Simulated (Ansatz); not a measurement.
Gas-phase electronic energies from Ansatz, PBE0-D4/def2-TZVP geometries. CCSD(T)/CBS is the MP2 limit (def2-TZVPP, def2-QZVPP) plus CCSD(T) − MP2 in def2-TZVPP, frozen cores. DFT in def2-TZVPP. B3LYP here is the variant with VWN-RPA as its local correlation; programs differ in this. def2 core potentials past Kr. For In outer-core shells are correlated without core-valence functions, which leaves a few kJ/mol of doubt a bond. Each species was taken in one conformer, which may not be the lowest.

`FC[SiH2][InH2]` + silanol → `FC[SiH2]O[SiH3]` + `[InH3]`  (cleavage of the Si–In bond)

(1) Is it downhill or uphill in electronic energy at CCSD(T)/CBS, and by how much? (Estimate.)

(2) What do these levels give: r2SCAN-D4, r2SCAN, PBE0, B3LYP, HF/def2-TZVPP, SCS-MP2/def2-TZVPP? (An estimate is asked.)

Largest T1 diagnostic among the species: 0.014.

Results:

(1) Computed: Downhill: ΔE = -71.7 kJ/mol.

(2) Computed: r2SCAN-D4 -72.2, r2SCAN -71.4, PBE0 -63.1, B3LYP -77.5, HF/def2-TZVPP -108.9, SCS-MP2/def2-TZVPP -84.1 kJ/mol.

From PBE to PBE0 (25 % exact exchange), in def2-TZVPP and without D4, ΔE moves by −9.6 kJ/mol. In def2-TZVPP, CCSD(T) changes the Hartree–Fock value by +32.6 kJ/mol (the triples alone add +4.7 kJ/mol) and MP2 by +31.7 kJ/mol.
